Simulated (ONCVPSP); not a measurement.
## Configuration tests for hafnium (Hf) (ONCV)

- Element: hafnium
- Generator: ONCVPSP 4.0.1
- Type: optimised norm-conserving Vanderbilt (ONCV)
- Functional: PBE
- Relativity: scalar-relativistic
- Frozen core: [Kr] 4d10 4f14
- Valence charge: 12
- Reference configuration: 5s2 5p6 5d2.5 6s1.5
- Partial waves: 5s+6s: rc 2.20 bohr, ncon 4, nbas 7, qcut 4.9 1/bohr, 2 projectors; 5p: rc 2.05 bohr, ncon 4, nbas 7, qcut 7.2 1/bohr, 2 projectors, debl 3.6 Ha; 5d: rc 3.00 bohr, ncon 5, nbas 9, qcut 5.6 1/bohr, 2 projectors, debl 3.15 Ha
- Local potential: polynomial inside 1.45 bohr (lpopt 5, dvloc0 0 Ha)
- Core correction: Teter function fitted to the true core (icmod 2), fcfact 0.35

Energies are relative to the spin-unpolarised reference configuration 5s2 5p6 5d2.5 6s1.5; without spin polarisation the order of configurations can differ from experiment.

Question: Give the all-electron excitation energy and the error of the potential for: 5s2 5p6 5d2 6s2; 5s2 5p6 5d2 6s1; 5s2 5p6 5d2 6s0; 5s2 5p6 5d2 6s1 6p1.

Answer:

| valence configuration | charge | ΔE all-electron (eV) | error AE − PS (meV) |
| --- | --- | --- | --- |
| 5s2 5p6 5d2 6s2 | 0 | -1.255 | +1.3 |
| 5s2 5p6 5d2 6s1 | +1 | 6.722 | -0.5 |
| 5s2 5p6 5d2 6s0 | +2 | 20.902 | +3.6 |
| 5s2 5p6 5d2 6s1 6p1 | 0 | 2.571 | +2.0 |

Levels in the configuration 5s2 5p6 5d2 6s0:

```json
{"level": "5s", "all-electron (eV)": "-82.083", "pseudo (eV)": "-82.241"}
{"level": "5p", "all-electron (eV)": "-50.626", "pseudo (eV)": "-50.698"}
{"level": "5d", "all-electron (eV)": "-16.704", "pseudo (eV)": "-16.702"}
```
